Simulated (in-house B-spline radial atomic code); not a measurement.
Whole-atom quantities along the 5-electron series, configuration [He] 2s2 2p1. Breit and QED terms are first order and not part of the total energy; the density at the nucleus is averaged over the nuclear charge. Computed with a radial B-spline atomic code at the basis-set limit: Dirac-Hartree-Fock, average of the configuration, finite nuclei.

| ion | Z | E/Z² (Eh) | Σ<r²> (bohr²) | n(0)/Z³ (bohr⁻³) | Lamb diamagnetic shielding (ppm) | repulsion over attraction | Breit energy (eV) | self-energy (eV) | vacuum polarisation (eV) | Dirac less non-relativistic energy (Eh) |
| --- | --- | --- | --- | --- | --- | --- | --- | --- | --- | --- |
| Ca15+ | 20 | -1.2692 | 0.36375 | 0.77564 | 944.52 | 0.040892 | 3.5684 | 3.7394 | -0.27451 | -2.6407 |
| Sc16+ | 21 | -1.2751 | 0.32608 | 0.78778 | 994.93 | 0.039003 | 4.1553 | 4.434 | -0.33383 | -3.2314 |
| Ti17+ | 22 | -1.2805 | 0.29393 | 0.80043 | 1045.51 | 0.037278 | 4.8039 | 5.2142 | -0.40229 | -3.9167 |
| V18+ | 23 | ? | ? | ? | ? | ? | ? | ? | ? | ? |
| Cr19+ | 24 | ? | ? | ? | ? | ? | ? | ? | ? | ? |
| Mn20+ | 25 | -1.295 | 0.22136 | 0.84134 | 1198.37 | 0.0329 | 7.1511 | 8.1248 | -0.67192 | -6.6414 |
| Fe21+ | 26 | -1.2993 | 0.203 | 0.85605 | 1249.72 | 0.031658 | 8.0782 | 9.3047 | -0.7866 | -7.8087 |

(1) Fill in the row of V18+.

(2) Fill in the row of Cr19+.

(3) With what power of Z does the column «Breit energy (eV)» change over this range?

## Answers

(1) E/Z² (Eh): -1.2857; Σ<r²> (bohr²): 0.26626; n(0)/Z³ (bohr⁻³): 0.81381; Lamb diamagnetic shielding (ppm): 1096.27; repulsion over attraction: 0.035697; Breit energy (eV): 5.5172; self-energy (eV): 6.0855; vacuum polarisation (eV): -0.48081; Dirac less non-relativistic energy (Eh): -4.7065.

(2) E/Z² (Eh): -1.2905; Σ<r²> (bohr²): 0.24228; n(0)/Z³ (bohr⁻³): 0.8274; Lamb diamagnetic shielding (ppm): 1147.22; repulsion over attraction: 0.034243; Breit energy (eV): 6.2985; self-energy (eV): 7.0538; vacuum polarisation (eV): -0.57035; Dirac less non-relativistic energy (Eh): -5.6111.

(3) A fit of the logarithm of its size against log Z from Z = 20 to 26 has slope 3.11.
